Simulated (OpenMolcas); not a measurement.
Cr4+ (d2) among equal point charges was computed by CASSCF with the d shell active (OpenMolcas, ANO-RCC-VDZP on the metal). Its lowest spin-free states, and all those of the highest spin:

| 2S+1 | Degeneracy | E (cm-1) |
| --- | --- | --- |
| 3 | 1 | 0.0 |
| 3 | 2 | 1000 |
| 3 | 1 | 2646 |
| 3 | 2 | 5312 |
| 3 | 1 | 5785 |
| 1 | 1 | 16409 |
| 1 | 1 | 17175 |
| 1 | 2 | 17814 |
| 1 | 1 | 17959 |
| 3 | 2 | 20399 |
| 1 | 1 | 23739 |
| 1 | 2 | 24548 |
| 3 | 1 | 29650 |

Q: Is the site octahedral, tetrahedral or cube-like, axial, or of lower symmetry?

A: The states with 2S+1 = 3 have orbital degeneracies 1, 2, 1, 2, 1, 2, 1. There are pairs but no triples, so the site is axial: not cubic, but with a proper or improper axis of order three or more. The run had Cr4+ among 4 point charges of -1 e arranged as a square (D4h), 1.72 Å from the ion.

Without dynamic correlation the repulsion within the d shell is too large (B by tens of per cent), so at a given field states of lower spin stand too high. Point charges carry no covalency, so the field is a model and not that of real ligands. No measured value stands beside these numbers.
